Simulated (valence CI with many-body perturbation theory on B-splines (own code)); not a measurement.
## E1 transitions of Sn⁴⁵⁺

Level of theory: valence CI with perturbative core correlation (CI+MBPT): three valence electrons over a frozen Dirac-Fock core [He], radial functions for each j: 11 s, 11 p, 9 d, 7 f, 5 g, 2 h, 1 i, with the one-electron correlation potential Σ1, the two-electron term Σ2, the three-electron term Σ3, Breit, model QED; selected CI, second order for the rest (own B-spline code, finite nucleus).

No measured spectrum was set against this ion. As an estimate, large intervals hold to a few tenths of a per cent, small ones and those within an open d or f shell to about a per cent.

Lines 201 to 250 of 275 in falling wavelength, among levels below 41039 × 10³ cm⁻¹, chosen from the strongest by gf and those to the six lowest levels. Wavelengths and rates use the calculated energies. Electric multipoles are in the length gauge, E1 and E2 with the static RPA response of the core. Weak lines are less certain than strong ones. Lines between different terms over intervals too small for the method are left out, as are lines whose strength nearly cancels. The highest levels of a list are the least certain.

Levels are named by their leading jj configuration (3d3/2^4 stands for four electrons in 3d with j = 3/2), which in mixed levels can hold well under half, so a name can repeat and another be missing. Letters in brackets count levels of one name in rising energy.

```csv
λ vac (Å),Upper,Lower,A (s⁻¹),log gf,Branch %
2.745,(2s 2p3/2 3d3/2) J=3/2 [b],(2s 2p1/2 2p3/2) J=1/2,9.60e+13,-0.36,26.7
2.744,(2s 2p3/2 3d3/2) J=3/2 [b],(2s 2p1/2 2p3/2) J=3/2 [b],1.04e+14,-0.33,28.8
2.744,(2s 2p3/2 3d3/2) J=5/2 [b],(2s 2p1/2 2p3/2) J=3/2 [b],1.41e+14,-0.02,87.4
2.744,(2s 2p3/2 3p1/2) J=3/2 [a],(2s^2 2p3/2) J=3/2,3.06e+13,-0.86,98.8
2.742,(2s 2p3/2 3d3/2) J=1/2 [b],(2s 2p1/2 2p3/2) J=1/2,2.12e+14,-0.32,72.1
2.742,(2s 2p1/2 3p1/2) J=3/2,(2s^2 2p1/2) J=1/2,2.37e+14,0.03,96.7
2.742,(2s 2p3/2 3p1/2) J=5/2,(2s^2 2p3/2) J=3/2,7.24e+13,-0.31,99.4
2.741,(2s 2p3/2 3d3/2) J=1/2 [b],(2s 2p1/2 2p3/2) J=3/2 [b],3.15e+13,-1.15,10.7
2.741,(2s 2p3/2 3d5/2) J=5/2 [a],(2s 2p1/2 2p3/2) J=5/2,2.65e+12,-1.75,1.0
2.739,(2s 2p3/2 3d3/2) J=5/2 [a],(2s 2p1/2 2p3/2) J=3/2 [a],1.38e+14,-0.03,39.8
2.738,(2s 2p3/2 3d3/2) J=3/2 [a],(2s 2p1/2 2p3/2) J=3/2 [a],2.59e+14,0.07,64.3
2.737,(2p1/2 2p3/2 3p1/2) J=3/2 [b],(2s 2p1/2 2p3/2) J=3/2 [b],1.97e+13,-1.05,17.4
2.737,(2s 2p3/2 3d3/2) J=1/2 [a],(2s 2p1/2 2p3/2) J=3/2 [a],3.49e+14,-0.11,94.5
2.736,(2s 2p1/2 3d5/2) J=3/2,(2s 2p1/2^2) J=1/2,4.43e+12,-1.70,1.6
2.735,(2s^2 3d3/2) J=3/2,(2s^2 2p1/2) J=1/2,1.13e+14,-0.29,70.1
2.735,(2s 2p3/2 3d5/2) J=7/2 [a],(2s 2p1/2 2p3/2) J=5/2,2.37e+13,-0.67,5.3
2.731,(2s 2p3/2 3d5/2) J=5/2 [b],(2s 2p1/2 2p3/2) J=3/2 [b],6.15e+12,-1.38,1.4
2.730,(2p1/2 2p3/2 3p1/2) J=3/2 [a],(2s 2p1/2 2p3/2) J=5/2,6.07e+12,-1.57,7.5
2.730,(2s 2p3/2 3d5/2) J=3/2 [b],(2s 2p1/2 2p3/2) J=3/2 [b],9.30e+11,-2.38,0.3
2.726,(2p1/2 2p3/2 3p1/2) J=5/2,(2s 2p1/2 2p3/2) J=5/2,2.60e+13,-0.76,10.6
2.726,(2p1/2^2 3p1/2) J=1/2,(2s 2p1/2^2) J=1/2,1.92e+13,-1.37,63.3
2.726,(2s 2p1/2 3p1/2) J=1/2 [b],(2s^2 2p1/2) J=1/2,4.14e+13,-1.03,96.2
2.716,(2s 2p3/2 3d3/2) J=5/2 [b],(2s 2p1/2 2p3/2) J=5/2,7.50e+12,-1.30,4.7
2.716,(2p1/2 2p3/2 3p1/2) J=1/2,(2s 2p1/2 2p3/2) J=3/2 [a],2.38e+13,-1.28,35.6
2.715,(2p1/2 2p3/2 3p3/2) J=5/2 [a],(2s 2p1/2 2p3/2) J=3/2 [b],3.76e+12,-1.60,4.2
2.714,(2p1/2 2p3/2 3p3/2) J=1/2 [a],(2s 2p1/2 2p3/2) J=1/2,5.78e+13,-0.89,61.4
2.713,(2p1/2 2p3/2 3p3/2) J=1/2 [a],(2s 2p1/2 2p3/2) J=3/2 [b],1.19e+13,-1.58,12.7
2.713,(2p1/2 2p3/2 3p1/2) J=3/2 [a],(2s 2p1/2 2p3/2) J=3/2 [a],1.84e+13,-1.09,22.7
2.711,(2p1/2 2p3/2 3p3/2) J=3/2 [a],(2s 2p1/2 2p3/2) J=1/2,3.53e+13,-0.81,36.4
2.710,(2s 2p3/2 3d5/2) J=7/2 [b],(2s 2p1/2 2p3/2) J=5/2,5.43e+12,-1.32,4.5
2.710,(2p1/2 2p3/2 3p3/2) J=3/2 [a],(2s 2p1/2 2p3/2) J=3/2 [b],3.57e+13,-0.80,36.7
2.710,(2p1/2 2p3/2 3p1/2) J=3/2 [b],(2s 2p1/2 2p3/2) J=5/2,6.59e+13,-0.54,58.4
2.709,(2p1/2 2p3/2 3p1/2) J=5/2,(2s 2p1/2 2p3/2) J=3/2 [a],3.04e+12,-1.70,1.2
2.709,(2s 2p3/2 3p1/2) J=1/2,(2s^2 2p3/2) J=3/2,5.67e+13,-0.90,95.2
2.708,(2s 2p3/2 3p1/2) J=3/2 [b],(2s^2 2p3/2) J=3/2,7.82e+13,-0.46,97.3
2.703,(2s 2p3/2 3p3/2) J=3/2 [a],(2s^2 2p3/2) J=3/2,4.40e+13,-0.71,96.9
2.702,(2p1/2 2p3/2 3p3/2) J=3/2 [b],(2s 2p1/2 2p3/2) J=1/2,2.43e+13,-0.97,24.9
2.701,(2s 2p1/2 3p3/2) J=3/2 [a],(2s^2 2p1/2) J=1/2,3.94e+13,-0.76,98.9
2.701,(2p1/2 2p3/2 3p3/2) J=3/2 [b],(2s 2p1/2 2p3/2) J=3/2 [b],3.09e+13,-0.87,31.7
2.699,(2s 2p3/2 3d3/2) J=3/2 [b],(2s 2p1/2 2p3/2) J=3/2 [a],9.30e+11,-2.39,0.3
2.696,(2s 2p3/2 3p3/2) J=5/2 [a],(2s^2 2p3/2) J=3/2,8.17e+13,-0.27,97.1
2.696,(2p1/2 2p3/2 3p3/2) J=5/2 [b],(2s 2p1/2 2p3/2) J=3/2 [b],4.46e+13,-0.53,46.8
2.696,(2s 2p3/2 3p3/2) J=1/2 [a],(2s^2 2p3/2) J=3/2,1.26e+14,-0.56,94.7
2.693,(2s 2p1/2 3p3/2) J=1/2,(2s^2 2p1/2) J=1/2,1.14e+14,-0.61,95.2
2.692,(2p1/2 2p3/2 3p1/2) J=3/2 [b],(2s 2p1/2 2p3/2) J=3/2 [a],6.81e+12,-1.53,6.0
2.689,(2p1/2 2p3/2 3p3/2) J=1/2 [b],(2s 2p1/2 2p3/2) J=3/2 [b],6.80e+13,-0.83,75.6
2.688,(2s 2p1/2 3p3/2) J=3/2 [b],(2s^2 2p1/2) J=1/2,9.03e+13,-0.41,98.9
2.688,(2p1/2 2p3/2 3p3/2) J=5/2 [a],(2s 2p1/2 2p3/2) J=5/2,3.41e+12,-1.65,3.8
2.683,(2p1/2 2p3/2 3p3/2) J=3/2 [a],(2s 2p1/2 2p3/2) J=5/2,8.86e+12,-1.42,9.1
2.679,(2p1/2 2p3/2 3p3/2) J=7/2,(2s 2p1/2 2p3/2) J=5/2,7.84e+13,-0.17,99.2
```

Q: How does gf follow from A for the line at 2.715 Å?

A: gf = 1.4992 × (2J+1)_upper × A / σ², with σ = 36830053 cm⁻¹ and 2J+1 = 6: gf = 0.0250.
